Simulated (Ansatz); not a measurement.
The cluster Ru₅⁺, relaxed as a doublet with UKS PBE-D4/def2-SVP in Ansatz, starting from the GFN2-xTB geometry. Force threshold 0.02 eV/Å.

In the def2 sets Ru takes a core potential; there is no spin–orbit coupling. The charge 1 doublet is spin-contaminated (final ⟨S²⟩ up to 1.90, 0.75 for a pure state). The relaxation made no stability test and no search for a lower SCF solution. No other spin state of charge 1 was run. Another isomer (doublet) lies 0.92 eV lower at PBE0-D4/def2-TZVP; other spin states weren't run for this one.

Start:

```xyz
5

Ru   -1.798    0.159    0.390
Ru   -0.043   -1.544    0.429
Ru    1.797   -0.161   -0.389
Ru    0.333    1.124    1.087
Ru   -0.289    0.423   -1.517
```

Task: Estimate the energy that the relaxation releases and the steps that it takes.

Result: 0.43 eV, in 22 steps; 4 min on 4 threads of Arm Neoverse V2 on a shared host. The force fell under the threshold at step 7, but the optimiser went on and released 0.088 eV more. No frequencies were taken in this run, so the end may be a saddle point.

Task: Does the start keep its bonding and symmetry?

Result: By distances, no bond broke or formed. The bond that changes most is Ru2–Ru4, from 2.77 to 2.51 Å (atoms count from 1). Point group D3h at the start, Cs at the end, both within 0.05 Å.

Task: Predict the relaxed structure.

Result: 
Cartesian coordinates in Å:
```
Ru -1.8670 0.1919 0.4294
Ru 0.0200 -1.3854 0.4008
Ru 1.8708 -0.2480 -0.4843
Ru 0.1793 1.0433 1.0261
Ru -0.2031 0.3982 -1.3720
```
Bond lengths (bridged metal pairs left out): 9 × Ru–Ru 2.30 to 2.61 Å.
